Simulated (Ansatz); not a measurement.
Gas-phase electronic energies from Ansatz, PBE0-D4/def2-TZVP geometries. CCSD(T)/CBS adds triple-zeta CCSD(T) − MP2 to the extrapolated MP2 energy (def2 sets, frozen cores). This one scheme is used for every species. DFT in def2-TZVPP. B3LYP here is the variant with VWN-RPA as its local correlation; programs differ in this. Each species was taken in one conformer, which may not be the lowest.

Reaction (hydrogenolysis of a C–Si bond): `CBCC[SiH3]` + H₂ → `CBCC` + SiH₄

`CBCC[SiH3]`:

```xyz
16

C    -0.764   -0.429    2.410
B    -1.128   -0.669    0.914
C    -0.053   -0.801   -0.207
C     0.061    0.664   -0.708
Si    1.300    0.828   -2.108
H    -1.416    0.291    2.912
H     0.281   -0.171    2.595
H    -0.951   -1.388    2.919
H    -2.288   -0.692    0.593
H    -0.352   -1.443   -1.039
H     0.924   -1.137    0.153
H    -0.910    1.032   -1.060
H     0.367    1.332    0.105
H     0.885   -0.032   -3.250
H     2.643    0.382   -1.646
H     1.403    2.235   -2.582
```

H₂:

Cartesian coordinates in Å:
```
H -0.333 0.165 0.030
H 0.333 -0.165 -0.030
```

`CBCC`:

Cartesian coordinates in Å:
```
C 1.392 -0.981 0.404
B -0.074 -0.698 0.849
C -1.036 0.332 0.176
C -0.525 1.155 -0.997
H 1.366 -1.942 -0.134
H 2.063 -1.155 1.250
H 1.833 -0.246 -0.271
H -0.522 -1.345 1.761
H -1.394 0.988 0.985
H -1.947 -0.220 -0.101
H 0.339 1.761 -0.712
H -1.288 1.836 -1.383
H -0.208 0.515 -1.825
```

SiH₄:

Cartesian coordinates in Å:
```
Si 0.000 0.000 0.000
H 1.356 -0.227 0.560
H -0.084 1.377 -0.549
H -1.013 -0.169 1.072
H -0.258 -0.981 -1.084
```

```csv
level,ΔE (kJ/mol),difference from CCSD(T)/CBS
r2SCAN-D4,-29.1,-0.6
B3LYP-D4,-33.8,-5.3
r2SCANh-D4,-30.2,-1.7
PBE-QIDH,-32.6,-4.1
r2SCAN,-31.2,-2.7
LC-ωPBE,-38.6,-10.1
MP2/def2-SVP,-36.8,-8.3
SCS-MP2/def2-TZVPP,-31.8,-3.3
CCSD/def2-TZVPP,-37.1,-8.6
CCSD/CBS(def2),-33.9,-5.4
CCSD(T)/CBS,-28.5,0
```

What do rigid-rotor, harmonic-oscillator terms from PBE0-D4/def2-TZVP frequencies (298.15 K, 1 bar) make of the CCSD(T)/CBS value? (Best estimate.)

Computed: ΔZPE = +14.0 kJ/mol, ΔH = -18.1 kJ/mol, ΔS = 23 J/(mol·K), ΔG = -25.0 kJ/mol.

Largest T1 diagnostic among the species: 0.011.

The D4 term adds +11.2 kJ/mol with B3LYP and +6.3 kJ/mol with PBE0; it sums over pairs of atoms, weighted by their polarisabilities, and B3LYP, whose exchange is more repulsive, gets the larger term. Leaving LDA and LC-ωPBE aside and taking each functional with its dispersion term where it has one, the values, not all of them listed here, spread over 16.2 kJ/mol, from BHLYP-D4 to revPBE-D4. LDA lies +5.5 kJ/mol from PBE without D4.

CCSD(T)/CBS has its own doubt, a few kJ/mol and more with outer-core shells, so smaller differences from it don't rank the levels.
